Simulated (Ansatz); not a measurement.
```yaml
crystal:
  periodic: [false, false, false]
  atoms:
    - {symbol: C, position_ang: [-0.507159, 0.839983, -0.796502]}
    - {symbol: N, position_ang: [0.182606, -0.356471, -0.366463]}
    - {symbol: Ge, position_ang: [0.159694, -0.915765, 1.378923]}
    - {symbol: F, position_ang: [1.272355, -2.269400, 1.340204]}
    - {symbol: H, position_ang: [-1.567516, 0.684482, -1.028684]}
    - {symbol: H, position_ang: [-0.444899, 1.603261, -0.016620]}
    - {symbol: H, position_ang: [-0.023751, 1.251692, -1.687724]}
    - {symbol: H, position_ang: [0.160817, -1.100362, -1.050598]}
    - {symbol: H, position_ang: [0.856252, 0.216380, 2.210265]}
basis:
  gaussian: {orbitals: 6-31G, fitting: {mean_field: def2-universal-jkfit}}
magnetization: {spin_polarized: true, initial_magnetization: 1}
hamiltonian: {xc: {name: HF}}
correlation: {active_space: {window: {electrons: 3, orbitals: 2}}}
scf: {lower_state_search: light}
output: {forces: true}
```

```sh
$ ansatz run in.yaml --threads 4 --pin off --events-out ev --progress --plain --max-ram 10444MiB
```

Problem. How does Ansatz answer? (Best estimate.)

Solution. Ansatz gave: The program refused the input.
```
Error: invalid value for `correlation.active_space`: it starts from restricted Hartree–Fock orbitals; set hamiltonian.xc: hf without magnetization.spin_polarized
```
